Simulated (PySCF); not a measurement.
B(F)(OH)2 (BFH₂O₂), SMILES OB(F)O.

Coordinates come from a PBE0-D3(BJ)/def2-SVP optimisation. Other conformers were not sampled.

Computed with PySCF with M06-2X/def2-TZVPD.

Computed frontier levels, gap, dipole moment and polarisability:
| Property | Result |
|---|---|
| highest occupied level | -11.52 eV |
| lowest empty level | -0.22 eV |
| orbital gap | 11.30 eV |
| dipole moment | 1.34 D |
| quadrupole, principal values (traceless, Buckingham form, about the centre of nuclear charge) | -8.74, -0.45, 9.19 D·Å |
| mean static polarisability | 23.2 bohr³ (3.44 Å³) |
| polarisability, principal values | 19.1, 23.1, 27.5 bohr³ |
